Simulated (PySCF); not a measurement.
## Calculated data, ClH4N2Si, FH3NOSi, H4N2Si, H5NOSi2 and others

All values are calculated (PySCF 2.14.0). Calculation on a computer-drawn molecule: the log of a Hartree-Fock and frozen-core CCSD(T) single point meant for a local Hartree-Fock minimum, with one planted fault or none, to be diagnosed. Offsets are logged minus clean, where the clean run is the same molecule without the fault. The reference is restricted for singlets and unrestricted otherwise, and also for a bond in bohr or an excited solution. Adding or removing an electron swaps singlet and doublet. The excited solution moves the top pair (singlet) or top alpha electron (doublet) to the lowest empty orbital. Highest occupied and lowest empty are orbital energies over both spins, largest force is the largest gradient component, triples share is (T) over the correlation energy, the T1 limit is 0.02 restricted and 0.045 unrestricted, electrons count all cores, a negative frequency is imaginary (commonest isotopes), and the dipole is about the centre of nuclear charge.

Common to all runs: meant charge 0; meant basis cc-pV(D+d)Z; logged SCF converged yes; logged CC converged yes; logged SCF stable within its kind yes; possible faults no fault, one electron removed, one electron added, multiplicity raised by two, geometry at a saddle point, SCF held on an excited solution, minimal basis STO-3G, one bond length entered in bohr, all coordinates scaled.

(1) 
```xyz
8
formula=ClH4N2Si meant_multiplicity=2 logged_electrons=49 logged_basis_functions=32 logged_spin_squared=0.7534 logged_highest_occupied=-6.4238 logged_lowest_empty=5.0925 logged_largest_force=0.015685 logged_T1_diagnostic=0.014291 logged_D1_diagnostic=0.084942 logged_triples_share=0.016758 logged_dipole_magnitude=3.3093 logged_energy_HF=-850.03729 logged_energy_CCSD(T)=-850.18852 planted_fault=minimal_basis_STO-3G HF_energy_offset_from_clean_run=6098 CCSD(T)_energy_offset_from_clean_run=6386
N     -2.0650     1.2811    -2.5480
Si    -1.1171     0.9202    -1.1779
N      0.1418     2.0748    -1.1230
Cl    -0.1297    -0.9379    -1.2284
H     -1.6099     1.4468    -3.4287
H     -2.9453     0.8205    -2.6799
H     -0.0959     3.0495    -1.1119
H      0.9601     1.8953    -0.5724
```

Units: logged_highest_occupied, logged_lowest_empty in eV; logged_largest_force in hartree/bohr; logged_dipole_magnitude in debye; logged_energy_HF, logged_energy_CCSD(T) in hartree; HF_energy_offset_from_clean_run, CCSD(T)_energy_offset_from_clean_run in kcal/mol.

Drawn bonds:
```csv
atom,other atom,order
1,2,1
2,3,1
2,4,1
1,5,1
1,6,1
3,7,1
3,8,1
```

(2) 
```xyz
7
formula=FH3NOSi meant_multiplicity=2 logged_electrons=42 logged_basis_functions=80 logged_spin_squared=0 logged_highest_occupied=0.22241 logged_lowest_empty=9.7561 logged_largest_force=0.12617 logged_T1_diagnostic=0.014123 logged_D1_diagnostic=0.052402 logged_triples_share=0.020564 logged_dipole_magnitude=4.298 logged_energy_HF=-519.49759 logged_energy_CCSD(T)=-520.17903 planted_fault=one_electron_added HF_energy_offset_from_clean_run=28.72 CCSD(T)_energy_offset_from_clean_run=11.49
N     -0.7147    -0.0232     0.6229
Si     0.2332    -0.3792    -0.7475
O      1.2564    -1.6119    -0.4047
F     -0.6214    -0.9479    -1.9943
H     -1.2000    -0.7713     1.0880
H     -1.2664     0.8141     0.6350
H      1.8249    -1.5174     0.3450
```

Units: logged_highest_occupied, logged_lowest_empty in eV; logged_largest_force in hartree/bohr; logged_dipole_magnitude in debye; logged_energy_HF, logged_energy_CCSD(T) in hartree; HF_energy_offset_from_clean_run, CCSD(T)_energy_offset_from_clean_run in kcal/mol.

Drawn bonds:
```csv
atom,other atom,order
1,2,1
2,3,1
2,4,1
1,5,1
1,6,1
3,7,1
```

Notes: highest electron not bound in this basis.

(3) 
```xyz
7
formula=H4N2Si meant_multiplicity=1 logged_electrons=32 logged_basis_functions=71 logged_spin_squared=1.0308 logged_highest_occupied=-6.1214 logged_lowest_empty=2.2523 logged_largest_force=0.018859 logged_T1_diagnostic=0.016337 logged_D1_diagnostic=0.050945 logged_triples_share=0.023974 logged_dipole_magnitude=2.9364 logged_energy_HF=-400.07778 logged_energy_CCSD(T)=-400.51626 planted_fault=one_bond_length_entered_in_bohr,row_1_of_the_drawn_bonds HF_energy_offset_from_clean_run=77.56 CCSD(T)_energy_offset_from_clean_run=99.18
N     -2.1387     1.6005     1.2266
Si     0.2744     1.8178     3.3730
N      1.1505     0.3912     3.0106
H     -2.2944     0.8760     0.5499
H     -2.8480     2.3061     1.1795
H      1.9825     0.1580     3.5172
H      0.9384    -0.2986     2.3134
```

Units: logged_highest_occupied, logged_lowest_empty in eV; logged_largest_force in hartree/bohr; logged_dipole_magnitude in debye; logged_energy_HF, logged_energy_CCSD(T) in hartree; HF_energy_offset_from_clean_run, CCSD(T)_energy_offset_from_clean_run in kcal/mol.

Drawn bonds:
```csv
atom,other atom,order
1,2,1
2,3,1
1,4,1
1,5,1
3,6,1
3,7,1
```

(4) 
```xyz
9
formula=H5NOSi2 meant_multiplicity=1 logged_electrons=49 logged_basis_functions=99 logged_spin_squared=0.7773 logged_highest_occupied=1.1011 logged_lowest_empty=8.1897 logged_largest_force=0.079971 logged_T1_diagnostic=0.016001 logged_D1_diagnostic=0.051277 logged_triples_share=0.02408 logged_dipole_magnitude=5.137 logged_energy_HF=-710.12248 logged_energy_CCSD(T)=-710.72223 planted_fault=one_electron_added HF_energy_offset_from_clean_run=43.5 CCSD(T)_energy_offset_from_clean_run=41.43
N      2.6464     2.2918     0.3113
Si     2.3725     0.8141     1.1011
O      2.2713    -0.1754    -0.2355
Si     2.0511    -1.6942    -0.8176
H      2.7639     3.1536     0.8092
H      2.7088     2.4069    -0.6842
H      3.2407    -2.1013    -1.5945
H      0.8648    -1.7168    -1.6989
H      1.8471    -2.6542     0.2905
```

Units: logged_highest_occupied, logged_lowest_empty in eV; logged_largest_force in hartree/bohr; logged_dipole_magnitude in debye; logged_energy_HF, logged_energy_CCSD(T) in hartree; HF_energy_offset_from_clean_run, CCSD(T)_energy_offset_from_clean_run in kcal/mol.

Drawn bonds:
```csv
atom,other atom,order
1,2,1
2,3,1
3,4,1
1,5,1
1,6,1
4,7,1
4,8,1
4,9,1
```

Notes: highest electron not bound in this basis.

(5) 
```xyz
9
formula=H5NOSi2 meant_multiplicity=1 logged_electrons=48 logged_basis_functions=33 logged_spin_squared=0 logged_highest_occupied=-5.7829 logged_lowest_empty=8.0901 logged_largest_force=0.029049 logged_T1_diagnostic=0.018764 logged_D1_diagnostic=0.081774 logged_triples_share=0.036463 logged_dipole_magnitude=0.39249 logged_energy_HF=-701.73049 logged_energy_CCSD(T)=-701.93378 planted_fault=minimal_basis_STO-3G HF_energy_offset_from_clean_run=5310 CCSD(T)_energy_offset_from_clean_run=5556
N      2.6464     2.2918     0.3113
Si     2.3725     0.8141     1.1011
O      2.2713    -0.1754    -0.2355
Si     2.0511    -1.6942    -0.8176
H      2.7639     3.1536     0.8092
H      2.7088     2.4069    -0.6842
H      3.2407    -2.1013    -1.5945
H      0.8648    -1.7168    -1.6989
H      1.8471    -2.6542     0.2905
```

Units: logged_highest_occupied, logged_lowest_empty in eV; logged_largest_force in hartree/bohr; logged_dipole_magnitude in debye; logged_energy_HF, logged_energy_CCSD(T) in hartree; HF_energy_offset_from_clean_run, CCSD(T)_energy_offset_from_clean_run in kcal/mol.

Drawn bonds:
```csv
atom,other atom,order
1,2,1
2,3,1
3,4,1
1,5,1
1,6,1
4,7,1
4,8,1
4,9,1
```

(6) 
```xyz
7
formula=AlH3N2Si meant_multiplicity=1 logged_electrons=44 logged_basis_functions=89 logged_spin_squared=0.7941 logged_highest_occupied=-7.8029 logged_lowest_empty=1.4164 logged_largest_force=0.027882 logged_T1_diagnostic=0.059175 logged_D1_diagnostic=0.24239 logged_triples_share=0.048447 logged_dipole_magnitude=5.0583 logged_energy_HF=-641.35543 logged_energy_CCSD(T)=-641.88675
N     -0.7375    -0.1250     0.8506
Si    -0.1685     1.4927     0.7467
N     -1.6047     2.3889     0.6151
Al    -2.7398     3.5477     0.4750
H     -0.1166    -0.9065     0.9393
H     -2.5623    -0.6423     0.8157
H     -3.8299     4.6458     0.3417
```

Units: logged_highest_occupied, logged_lowest_empty in eV; logged_largest_force in hartree/bohr; logged_dipole_magnitude in debye; logged_energy_HF, logged_energy_CCSD(T) in hartree.

Drawn bonds:
```csv
atom,other atom,order
1,2,1
2,3,1
3,4,2
1,5,1
1,6,1
4,7,1
```

Notes: T1 above single-reference limit.

**Q.** Which fault was planted in the run of AlH3N2Si (entry 6)?
**A.** one bond length entered in bohr, row 5 of the drawn bonds

Further results for AlH3N2Si (entry 6):

* HF energy offset from clean run: 85.68 kcal/mol
* CCSD(T) energy offset from clean run: 84.91 kcal/mol
